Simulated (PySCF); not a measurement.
Calculation: PBE-D3(BJ)/def2-TZVP // CAM-B3LYP-D3(BJ)/def2-TZVP in PySCF 2.14.0. All species are isolated molecules in the gas phase. One relaxed conformer stands for a flexible species; it need not be the lowest. Excitations are Tamm–Dancoff values on a coarser integration grid. The basis has no diffuse functions, so Rydberg states are missing or too high.

Reference species (SMILES): `[SiH3]/C=C/C(Cl)=C` (Cl–C–C–C torsion 0°) (neutral, multiplicity 1).

- HOMO: -6.19 eV
- T1 excitation (TDA): 3.11 eV
- S1 oscillator strength: 0.147

Changed species: `Cl/C=C/C([SiH3])=C` (Si–C–C–C torsion 0°).

Question: Give the shifts of the HOMO, T1 excitation (TDA) and S1 oscillator strength.

Answer: the HOMO rises by 0.25 eV, to -5.94 eV; the T1 excitation (TDA) stays essentially unchanged; the S1 oscillator strength increases by 0.206, to 0.353.
